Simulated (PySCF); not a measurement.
Work out the structure from these simulated measurements.

Formula: C4H6F3PS.

| Quantity | Value |
| --- | --- |
| Polarisability | 99.9 au [wB97X-D/def2-SVPD] |
| Rotational structure | rotational constants A, B, C: 2.696, 0.561, 0.522 GHz [GFN2-xTB] |
| UV, strongest line | among the 8 lowest singlet transitions: S3 at 5.50 eV (225 nm, f = 0.158) [TDDFT wB97X-D/def2-SVPD] |
| 13C NMR | chemical shifts (computed TMS as zero) by class: 169.1 (1 C), 131.4 (1 C), 40.3 (1 C), 21.0 (1 C) ppm [GIAO PBE0/pcSseg-1] |
| UV, first state | lowest singlet excitation: 3.94 eV (315 nm, f = 0.062) [TDDFT wB97X-D/def2-SVPD] |
| Dipole | 3.01 D [wB97X-D/def2-SVPD] |
| 1H NMR | chemical shifts (computed TMS as zero) by class: 8.22 (1 H), 3.52 (2 H), 2.20 (3 H) ppm [GIAO PBE0/pcSseg-1] |
| NMR, other nuclei | isotropic shieldings of nuclei other than C and H, by class: 234 (3 F), 15 (1 P), 565 (1 S) ppm [GIAO PBE0/pcSseg-1] |

Gas-phase values; electronic properties from PySCF, density fitting. Levels stand in brackets. The structure is a single GFN2-xTB conformer in the gas phase; no vibrational or solvent corrections. NMR values are class means; diastereotopic atoms form classes of their own.

Problem. What is the compound? Reason from the data.

Solution. Numbering: `[CH3:1][S:2][CH2:3]/[P:4]=[CH:5]\[C:6]([F:7])([F:8])[F:9]`. 4 carbons fall into 4 classes; from least to most shielded: carbon bonded to C, P and H [C5] (169.1 ppm), CF3 carbon [C6] (131.4 ppm), sp3 carbon bound to sulfur [C3] (40.3 ppm), S-methyl carbon [C1] (21.0 ppm). Hydrogen classes from least to most shielded: 1 H on a carbon bonded to C, P and H, C5 (8.22 ppm), 2 H on an sp3 carbon bound to sulfur, C3 (3.52 ppm, a mean of values up to 1.4 ppm apart in this geometry), 3 H on an S-methyl carbon, C1 (2.20 ppm, a mean of values up to 0.6 ppm apart in this geometry). The other shieldings belong to: 234 ppm, fluorine of a CF3 group [F7/F8/F9]; 15 ppm, phosphorus bonded to 2 C [P4]; 565 ppm, sulfide sulfur [S2]. S1 is mainly HOMO→LUMO (weight 0.91); the largest Löwdin shares of the orbital it empties are 0.64 on the sulfide sulfur, 0.09 on the S-methyl carbon, 0.09 on the sp3 carbon bound to sulfur and 0.06 on the phosphorus bonded to 2 C, of the orbital it fills 0.43 on the phosphorus bonded to 2 C, 0.30 on the carbon bonded to C, P and H, 0.06 on the sulfide sulfur and 0.06 on the sp3 carbon bound to sulfur. The optimised geometry has point group C1 and is an asymmetric top. Structure: `CSC/P=C\C(F)(F)F`. The assignments are read from this structure; whether some other isomer fits the data as well wasn't checked.

Conformer computed: `[CH3:1][S:2][CH2:3]/[P:4]=[CH:5]\[C:6]([F:7])([F:8])[F:9]`: C1–S2–C3–P4 -76°, S2–C3–P4–C5 -130°, P4–C5–C6–F7 -52°.
